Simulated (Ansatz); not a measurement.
One change: `BBCl` becomes `ClBBr`.

Ansatz, PBE0-D4/def2-TZVP geometries, multiplicity 1. 

Scalar relativity is left out up to krypton.

| property | `BBCl` |
| --- | --- |
| HOMO energy (PBE/def2-TZVPP) / eV | -6.77 |
| HOMO–LUMO gap (PBE0/def2-TZVPP) / eV | 6.01 |
| LUMO energy (B3LYP/def2-TZVPP) / eV | -2.31 |
| HOMO–LUMO gap (ωB97M-V/def2-TZVPP) / eV | 10.22 |
| size of the dipole moment (PBE/def2-TZVPP) / D | 0.62 |
| HOMO–LUMO gap (B3LYP/def2-TZVPP) / eV | 5.58 |

**Question.** Give the same properties after the change, and the shifts. (Estimate.)

**Answer.** The calculation gave: 
| property | `ClBBr` | shift |
| --- | --- | --- |
| HOMO energy (PBE/def2-TZVPP) / eV | -7.35 | -0.58 |
| HOMO–LUMO gap (PBE0/def2-TZVPP) / eV | 6.76 | 0.75 |
| LUMO energy (B3LYP/def2-TZVPP) / eV | -2.06 | 0.25 |
| HOMO–LUMO gap (ωB97M-V/def2-TZVPP) / eV | 11.04 | 0.82 |
| size of the dipole moment (PBE/def2-TZVPP) / D | 0.29 | -0.33 |
| HOMO–LUMO gap (B3LYP/def2-TZVPP) / eV | 6.31 | 0.73 |

With PBE0 the HOMO falls by 0.55 eV and the LUMO rises by 0.21 eV, so the gap widens by about 0.76 eV. PBE moves the HOMO by -0.58 eV and ωB97M-V by -0.52 eV. The zero-point energy changes by -48.7 kJ/mol with -6 modes. Dipoles are sizes alone; their direction can turn.

B3LYP here is the variant with VWN-RPA as its local correlation; programs differ in this.

Spin–orbit coupling is left out; it splits and shifts lone-pair levels of the heavy atoms by tenths of an eV.
